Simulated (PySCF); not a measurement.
**How methods differ on the excitation energy of As⁺**

As⁺ [Ar] 3d10 4s2 4p2 (3P) → As⁺ [Ar] 3d10 4s1 4p3 (5S), as a difference of total energies. All numbers are calculated (PySCF 2.14, the spin-free X2C one-electron Hamiltonian (Gaussian nucleus), in x2c-TZVPPall (6s5p4d1f, 48 functions)). Correlated levels: valence: [Ar] 3d10 frozen; valence and next inner shell: [Ne] frozen. The calculations carry no spin-orbit coupling.

| method | excitation energy (eV) | error (eV) |
| --- | --- | --- |
| UHF | 4.951 | -1.626 |
| LDA | 7.576 | +0.999 |
| PBE | 7.336 | +0.759 |
| PBE0 | 6.905 | +0.328 |
| r2SCAN | 6.539 | -0.038 |
| LC-wPBE | 6.824 | +0.247 |
| BHandHLYP | 7.168 | +0.591 |
| M06-2X | 6.922 | +0.345 |
| r2SCANh | 6.474 | -0.103 |
| ROHF | 4.902 | -1.675 |
| MP2 (valence) | 5.877 | -0.700 |
| SCS-MP2 (valence) | 6.296 | -0.281 |
| MP2 (valence and next inner shell) | 6.060 | -0.517 |
| SCS-MP2 (valence and next inner shell) | 6.446 | -0.131 |

Reference: 6.577 eV (measured; NIST levels, between the centres of gravity of the two terms).

Errors of the correlated levels include the incompleteness of this basis and the frozen core.
